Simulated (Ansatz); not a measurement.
A structure relaxed at PBE0-D4/def2-TZVP, charge 0, multiplicity 1:

```xyz
12

C    -1.976   -0.377   -0.220
Si   -0.320   -0.576    0.637
B     1.030    0.768   -0.033
N     2.313    0.438   -0.436
Cl    0.555    2.483   -0.115
H    -1.885   -0.563   -1.292
H    -2.716   -1.069    0.186
H    -2.347    0.642   -0.085
H     0.202   -1.963    0.433
H    -0.491   -0.392    2.108
H     2.983    1.118   -0.759
H     2.653   -0.509   -0.424
```

(1) Give its formula and SMILES.

(2) Summarise the bond lengths by kind.

Results:

(1) CH7BClNSi, `C[SiH2]B(N)Cl`.

(2) 1 × C–Si 1.876 Å; 3 × C–H 1.092 Å; 1 × B–Si 2.019 Å; 2 × H–Si 1.492 to 1.496 Å; 1 × B–N 1.385 Å; 1 × B–Cl 1.782 Å; 2 × H–N 1.006 to 1.008 Å.

All numbers were calculated with Ansatz.
